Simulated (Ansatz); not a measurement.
PBE exchange is replaced step by step with exact exchange (0 % is PBE, 25 % PBE0; no dispersion term), basis def2-TZVP, Ansatz. System: the cluster SiSe₂⁺ (the lowest doublet isomer of a short search). The state is a doublet with charge 1. Geometry: r2SCAN-D4/def2-TZVP, each spin state at its own.

Geometry of the doublet:

```xyz
3

Si    0.271    1.316   -0.239
Se   -0.886   -0.661   -0.748
Se    0.615   -0.655    0.987
```

The structure comes from a short search, and lower isomers may exist.

HOMO and LUMO are taken over both spins.

```
exact exchange (%)  HOMO (eV)  LUMO (eV)  gap (eV)   ⟨S²⟩  quartet − doublet (kJ/mol)
                 0     -11.76     -10.79      0.97  0.756                       261.1
                 5     -11.99     -10.62      1.37  0.758                       260.3
                10     -12.23     -10.45      1.78  0.760                       259.4
                25     -12.96      -9.94      3.02  0.765                       256.7
                35     -13.45      -9.60      3.85  0.769                       254.7
                50     -14.20      -9.09      5.10  0.776                       251.5
```

(1) Fit a straight line to the column «quartet − doublet (kJ/mol)» against the share of exact exchange and predict its value at 15 %.

Answers

(1) With x = exact exchange (%) and y = quartet − doublet (kJ/mol): mean x = 20.83, mean y = 257.3; Σ(x − x̄)(y − ȳ) = -357.9, Σ(x − x̄)² = 1871; slope b = -0.1913, intercept a = ȳ − b·x̄ = 261.3. The residuals of the fitted rows reach 0.2. At x = 15 the line gives 261.3 + (-0.1913 × 15) = 258.4; the run gave 258.5, 0.1 more than the line.
